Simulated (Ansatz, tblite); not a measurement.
Spin states of the cluster In2As3, each relaxed with r2SCAN-D4/def2-SVP in Ansatz. Electronic energies in the gas phase.

In the def2 sets In takes a core potential; there is no spin–orbit coupling. The xTB rows come from tblite. The structure comes from a short search, and lower isomers may exist.

Doublet geometry:

```csv
atom,x (Å),y (Å),z (Å)
In1,-2.483,0.322,0.686
In2,2.411,-0.965,0.023
As3,0.325,0.662,1.112
As4,0.126,1.117,-1.233
As5,-0.378,-1.136,-0.588
```

Quartet geometry:

```xyz
5

In   -0.212   -1.757    1.595
In    0.290    2.249   -0.647
As   -1.734    0.347    0.170
As   -0.112   -0.722   -1.241
As    1.768   -0.117    0.123
```

⟨S²⟩: doublet 0.76 at PBE0-D4/def2-TZVP (pure 0.75), quartet 3.78 at PBE0-D4/def2-TZVP (pure 3.75).

Run but left out: MP2/def2-TZVP (quartet: ⟨S²⟩ 3.95, where a pure state has 3.75).

Only these spin states were relaxed. The quartet has other bonds than the doublet, so the gap mixes isomer and spin.

**Question.** Estimate which spin state lies lowest at each of these levels, and by how much: GFN1-xTB; GFN2-xTB; HF/def2-TZVP; PBE-D4/def2-TZVP; r2SCAN-D4/def2-TZVP; PBE0-D4/def2-TZVP; r2SCAN0-D4/def2-TZVP.

**Answer.** 
| level | quartet − doublet (kJ/mol) | lowest of these | remarks |
| --- | --- | --- | --- |
| GFN1-xTB | 148.3 | doublet | – |
| GFN2-xTB | 172.3 | doublet | – |
| HF/def2-TZVP | 82.7 | doublet | spin-contaminated (⟨S²⟩ 0.83) (doublet), spin-contaminated (⟨S²⟩ 3.95) (quartet) |
| PBE-D4/def2-TZVP | 151.3 | doublet | – |
| r2SCAN-D4/def2-TZVP | 140.6 | doublet | – |
| PBE0-D4/def2-TZVP | 146.5 | doublet | – |
| r2SCAN0-D4/def2-TZVP | 137.5 | doublet | – |

Change of the quartet − doublet gap on mixing in exact exchange, in kJ/mol: PBE to PBE0 (25 % exact exchange) -4.9; r2SCAN to r2SCAN0 (25 % exact exchange) -3.1. The xTB methods have no spin-polarisation term.
